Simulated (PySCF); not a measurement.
# Continuum solvent and chemical shifts

Atom-mapped SMILES (the numbers label the heavy atoms): `[CH3:1][CH2:2][c:3]1[cH:4][c:5]([CH:6]=[O:7])[n:8][n:9]1[CH3:10]`. Hydrogens are named by the atom that carries them.

GIAO PBE0/pcSseg-1 in PySCF 2.14.0 with density-fitted response routines on one PBE0-D3(BJ)/def2-SVP conformer, non-relativistic, equivalent nuclei averaged. Solvents enter as an IEF-PCM continuum (methanol with ε = 32.6, acetonitrile with ε = 35.7) around the gas-phase geometry. Shifts are referred to TMS computed in the same medium.

Gas phase, δ in ppm: C6 189.2, C5 153.9, C3 148.8, C4 108.5, C10 37.5, C2 21.7, C1 11.9, H(C6) 9.82, H(C4) 6.76, H(C10) 3.70, H(C2) 2.42, H(C1) 1.45. Dipole moment 5.92 D.

Task: How does each δ change in the continuum?

Result: 
```
 atoms                                          environment  Δδ, methanol  Δδ, acetonitrile
    C6                             aldehyde carbonyl carbon          +4.7              +4.7
    C5  substituted aromatic carbon next to a ring nitrogen          +0.2              +0.2
    C3  substituted aromatic carbon next to a ring nitrogen          +5.7              +5.7
    C4                                          aromatic CH           0.0               0.0
   C10                            methyl carbon bonded to N          +1.6              +1.6
    C2                          sp3 CH2 on an aromatic ring          +0.6              +0.6
    C1                                        methyl carbon          +0.5              +0.5
 H(C6)              hydrogen on an aldehyde carbonyl carbon         -0.10             -0.10
 H(C4)                           hydrogen on an aromatic CH         +0.10             +0.10
H(C10)              hydrogen on a methyl carbon bonded to N         +0.21             +0.21
 H(C2)           hydrogen on an sp3 CH2 on an aromatic ring         +0.26             +0.26
 H(C1)                          hydrogen on a methyl carbon         -0.01             -0.01
```

Changes are relative to the gas phase. The dipole moment becomes 7.74 D in methanol, 7.75 D in acetonitrile.

Task: Which of the listed nuclei move most (in ppm), and what does the model miss? (N and O are left out, as their reference compounds move with the solvent too.)

Result: C3 (substituted aromatic carbon next to a ring nitrogen, +5.7 ppm) in acetonitrile. A continuum only polarises the solute; specific hydrogen bonds, the anisotropy of aromatic solvents and changes of geometry or conformer are outside it.
